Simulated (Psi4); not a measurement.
Approach curve of the dimer H8Ge3 ··· H2O (SMILES [GeH3][GeH2][GeH3] and O). Monomers: optimised at B3LYP-D3(BJ) (def2-TZVP), held rigid. Orientation: lowest of the rigid-body minima from ten starts at GFN2-xTB. Only R, the distance of the centres of mass, is varied, so the lowest point isn't the relaxed dimer.

Calculation: SAPT0/jun-cc-pVDZ, frozen core (Psi4).

Components in kJ/mol:

```csv
R / Å,electrostatics,exchange,induction,dispersion,total
2.19,-120.22,209.77,-23.21,-32.12,34.22
2.38,-84.54,142.47,-16.90,-25.20,15.82
2.57,-59.16,95.36,-12.18,-19.67,4.35
2.76,-41.18,62.81,-8.74,-15.31,-2.42
3.00,-25.92,36.14,-5.73,-11.11,-6.62
3.28,-15.07,18.28,-3.53,-7.61,-7.93
3.60,-8.19,7.99,-2.08,-4.93,-7.20
4.08,-3.46,2.13,-1.00,-2.59,-4.92
4.75,-1.19,0.30,-0.42,-1.11,-2.43
5.73,-0.32,0.01,-0.15,-0.37,-0.83
7.10,-0.06,0.00,-0.05,-0.10,-0.21
```
